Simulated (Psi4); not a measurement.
Pair of molecules: CH5N (SMILES CN) (first 7 atoms) with CH6Si (SMILES C[SiH3]); geometry from B3LYP-D3(BJ)/def2-TZVP, rigid monomers moved along the line of their centres of mass till H6···Si9 is 5.68 Å.
(charge 0, multiplicity 1):
```xyz
15

C     -0.97873     0.27069     0.08909
N      0.42797     0.15753     0.47035
H     -1.23483    -0.54925    -0.58362
H     -1.12707     1.20074    -0.46169
H     -1.68814     0.25599     0.92702
H      0.59615    -0.70616     0.97162
H      0.69621     0.91703     1.08416
C      1.80312    -0.36952     6.79800
Si    -0.05805    -0.24218     6.59796
H      2.07609    -1.30735     7.28530
H      2.18292     0.45030     7.41049
H      2.31166    -0.33176     5.83323
H     -0.57724    -1.35954     5.77272
H     -0.43164     1.03359     5.94084
H     -0.72190    -0.29491     7.92327
```

Computed with SAPT0/jun-cc-pV(D+d)Z (Psi4).

### Question
Give the four SAPT terms and the total, and say what mostly holds the pair together.

### Answer
electrostatics -0.01, exchange 0.00, induction 0.00, dispersion -0.07, total -0.08 kcal/mol; the largest attraction is dispersion.
